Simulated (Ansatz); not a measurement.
A nudged elastic band was laid between two geometries of BCl2HO + FH (7 atoms, charge 0, multiplicity 1).

The calculation used RKS PBE0-D4/def2-SVP in Ansatz.

```yaml
movable_images: 7
climbing_image: yes
spring: 5.0 eV/Å²
optimiser: quadratic models (default)
start_path: through a guess of the saddle point
force_threshold: 0.05 eV/Å
iteration_limit: 60
end_points: relaxed
```

Initial state:

```xyz
7
Properties=species:S:1:pos:R:3
B 0.099 -0.427 -0.037
Cl 0.048 -0.583 1.746
Cl 1.646 -0.460 -0.840
O -1.026 -0.370 -0.749
H -1.825 -0.352 -0.210
F 0.089 2.285 0.755
H 0.242 1.721 1.474
```

Final state:

```xyz
7
Properties=species:S:1:pos:R:3
B -0.042 0.427 -0.462
Cl 0.241 0.014 2.860
Cl 1.322 -0.516 -1.057
O -1.310 0.016 -0.546
H -1.407 -0.864 -0.923
F 0.200 1.619 0.068
H 0.268 1.119 2.198
```

(1) What changes between the two ends?

(2) Give the energies along the band, and the barrier.

(3) What is the geometry of the highest image?

Results:

(1) Bonds broken: B1–Cl2, F6–H7. Bonds formed: B1–F6, Cl2–H7. BCl2HO + FH becomes BClFHO + ClH.

(2) It converged. The highest image is number 4 of 0 to 8, 14.6 kcal/mol above the first end and 29.2 kcal/mol above the last; the last end lies 14.6 kcal/mol below the first. The profile has 2 maxima (images 1, 4) with wells between them (image 3): this band takes more than one step, which may be the mechanism or a detour left from its start path. A structure lower than the first end lies on the path between it and the top, so the climb from that side starts below the end, which may itself be a saddle point or a shallow side well. A vibrational analysis at the climbing image gives one clearly imaginary mode, 729i cm⁻¹: a first-order saddle point. The orbitals stay closed-shell, which can raise the energy where a bond breaks towards radicals; this wasn't checked here.

```json
{"image": "0", "path coordinate (Å)": "0.00", "energy (kcal/mol)": "0.0", "B1–Cl2 (Å)": "1.79", "F6–H7 (Å)": "0.93", "B1–F6 (Å)": "2.83"}
{"image": "1", "path coordinate (Å)": "1.02", "energy (kcal/mol)": "2.7", "B1–Cl2 (Å)": "1.78", "F6–H7 (Å)": "0.92", "B1–F6 (Å)": "3.16"}
{"image": "2", "path coordinate (Å)": "2.04", "energy (kcal/mol)": "2.2", "B1–Cl2 (Å)": "1.78", "F6–H7 (Å)": "0.93", "B1–F6 (Å)": "3.11"}
{"image": "3", "path coordinate (Å)": "3.05", "energy (kcal/mol)": "-0.1", "B1–Cl2 (Å)": "1.78", "F6–H7 (Å)": "0.93", "B1–F6 (Å)": "2.50"}
{"image": "4", "path coordinate (Å)": "4.07", "energy (kcal/mol)": "14.6", "B1–Cl2 (Å)": "2.05", "F6–H7 (Å)": "1.12", "B1–F6 (Å)": "1.57"}
{"image": "5", "path coordinate (Å)": "4.44", "energy (kcal/mol)": "3.2", "B1–Cl2 (Å)": "2.32", "F6–H7 (Å)": "1.46", "B1–F6 (Å)": "1.41"}
{"image": "6", "path coordinate (Å)": "4.81", "energy (kcal/mol)": "-9.7", "B1–Cl2 (Å)": "2.70", "F6–H7 (Å)": "1.76", "B1–F6 (Å)": "1.35"}
{"image": "7", "path coordinate (Å)": "5.18", "energy (kcal/mol)": "-14.1", "B1–Cl2 (Å)": "3.07", "F6–H7 (Å)": "2.04", "B1–F6 (Å)": "1.33"}
{"image": "8", "path coordinate (Å)": "5.56", "energy (kcal/mol)": "-14.6", "B1–Cl2 (Å)": "3.36", "F6–H7 (Å)": "2.19", "B1–F6 (Å)": "1.33"}
```

(3) 
```xyz
7
Properties=species:S:1:pos:R:3
B -0.030 0.167 0.109
Cl 0.193 -0.115 2.131
Cl 1.360 -0.511 -0.766
O -1.303 -0.013 -0.297
H -1.410 -0.737 -0.920
F 0.189 1.687 0.412
H 0.274 1.338 1.470
```

Time of the run: 7.8 min on 2 threads of Arm Neoverse V1 (shared host), peak memory 0.18 GiB.
